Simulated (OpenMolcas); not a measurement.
Os4+ (d4) among equal point charges was computed by CASSCF with the d shell active (OpenMolcas, ANO-RCC-VDZP on the metal). Its lowest spin-free states, and all those of the highest spin:

| 2S+1 | Degeneracy | E (cm-1) |
| --- | --- | --- |
| 5 | 1 | 0.0 |
| 3 | 1 | 9249 |
| 5 | 1 | 12312 |
| 3 | 2 | 14404 |
| 5 | 2 | 17407 |
| 1 | 1 | 18685 |
| 3 | 1 | 18769 |
| 1 | 1 | 19757 |
| 3 | 1 | 21088 |
| 3 | 2 | 21267 |
| 3 | 1 | 21750 |
| 5 | 1 | 23297 |

Question: Is the site octahedral, tetrahedral or cube-like, axial, or of lower symmetry?

Answer: The states with 2S+1 = 5 have orbital degeneracies 1, 1, 2, 1. There are pairs but no triples, so the site is axial: not cubic, but with a proper or improper axis of order three or more. The run had Os4+ among 6 point charges of -1.7 e arranged as a tetragonal octahedron (D4h), 1.97 Å from the ion, with the axial distance 1.694 Å.

Spin-orbit coupling mixes the spin-free states strongly: the lowest level takes only 53 % from its leading state, 5A1. Without dynamic correlation the repulsion within the d shell is too large (B by tens of per cent), so at a given field states of lower spin stand too high. This shell can be high or low spin here, a state of another spin lies low, and with metal d orbitals alone active their balance is uncertain, so the ground spin may be wrong. Point charges give a weaker field than real ligands, and real ions of this kind are as a rule low spin; the high spin found here belongs to the model. This is an electrostatic model: the charges have no orbitals. No measured value stands beside these numbers.
